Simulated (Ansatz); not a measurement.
Ansatz (a program for electronic structure) input (CCSD(T)/def2-TZVPP):

Ansatz 0.2 input:
```yaml
crystal:
  periodic: [false, false, false]
  atoms:
    - {symbol: Y, position_ang: [0.27805011, 0.16573761, 0.05928043]}
    - {symbol: F, position_ang: [-1.03189510, 0.77800633, -1.29326829]}
    - {symbol: F, position_ang: [-0.17298869, -1.49620264, 1.03638641]}
basis:
  gaussian:
    orbitals: def2-TZVPP
magnetization: {spin_polarized: true, initial_magnetization: 1}
correlation: {method: ccsd_t, electrons: outside_noble_gas}
```

Output:

```
Functional definition: HF
integrals: 0.28 GiB planned
801 factors; integrals over basis functions are off by at most 5.2e-4 eV
mean field: 0.30 GiB planned
mean field evaluation 1: about -6444.6586 eV, gradient 3.6e1 eV
mean field evaluation 2: about -6444.6763 eV, gradient 3.6e1 eV
mean field evaluation 4: about -6449.4390 eV, gradient 1.9e0 eV
mean field evaluation 8: about -6449.5266 eV, gradient 2.2e-1 eV
mean field evaluation 16: about -6446.8922 eV, gradient 3.1e1 eV
mean field evaluation 32: about -6449.4057 eV, gradient 2.1e0 eV
mean field evaluation 64: about -6448.2155 eV, gradient 3.6e-4 eV
mean field evaluation 96: about -6446.9237 eV, gradient 6.9e-4 eV
mean field evaluation 128: about -6448.1475 eV, gradient 9.3e-1 eV
mean field -6449.52909638 eV, -237.0158226442 hartree, gradient 5.4e-6 eV, S^2 0.750643; 7 other end points of the search recorded, 0 dependent functions left out
determinant -6449.52909638 eV, -237.0158226442 hartree, with singles and doubles -6464.63090897 eV, -237.5708040206 hartree
determinant -6448.21549237 eV, -236.9675485873 hartree, with singles and doubles -6463.29744677 eV, -237.5218001885 hartree
determinant -6448.15020616 eV, -236.9651493633 hartree, with singles and doubles -6463.24351622 eV, -237.5198182773 hartree
determinant -6446.92372290 eV, -236.9200769346 hartree, with singles and doubles -6462.07589024 eV, -237.4769088140 hartree
6 core orbitals not correlated, not the lowest: weight in the atoms' cores, before any rotation towards them, 0.725 or more for the frozen orbitals, at most 0.263 for the correlated occupied ones
reference -6449.52909638 eV, -237.0158226442 hartree; 9, 8 occupied and 103, 104 virtual orbitals, 801 factors
second order -15.34689959 eV of doubles, -0.00000000 eV of singles
coupled cluster: 0.82 GiB planned
cycle   1  -15.11151309 eV  change    -1.6e0 eV  update   3.3e-2
cycle   2  -15.16300084 eV  change   -5.1e-2 eV  update   1.2e-2
cycle   3  -15.16286954 eV  change    1.3e-4 eV  update   7.7e-3
cycle   4  -15.16571020 eV  change   -2.8e-3 eV  update   3.2e-3
cycle   5  -15.16505023 eV  change    6.6e-4 eV  update   1.8e-3
cycle   6  -15.16561632 eV  change   -5.7e-4 eV  update   1.1e-3
cycle   7  -15.16607808 eV  change   -4.6e-4 eV  update   6.2e-4
cycle   8  -15.16586782 eV  change    2.1e-4 eV  update   2.3e-4
cycle   9  -15.16576942 eV  change    9.8e-5 eV  update   8.3e-5
cycle  10  -15.16576961 eV  change   -1.9e-7 eV  update   2.7e-5
cycle  11  -15.16578422 eV  change   -1.5e-5 eV  update   8.9e-6
cycle  12  -15.16579064 eV  change   -6.4e-6 eV  update   3.8e-6
perturbative correction -0.47536549 eV, -0.0174693594 hartree
Total energy: -6465.17025251 eV, -237.5906245298 hartree
```

The spin state was set by rule; other spins were not relaxed.
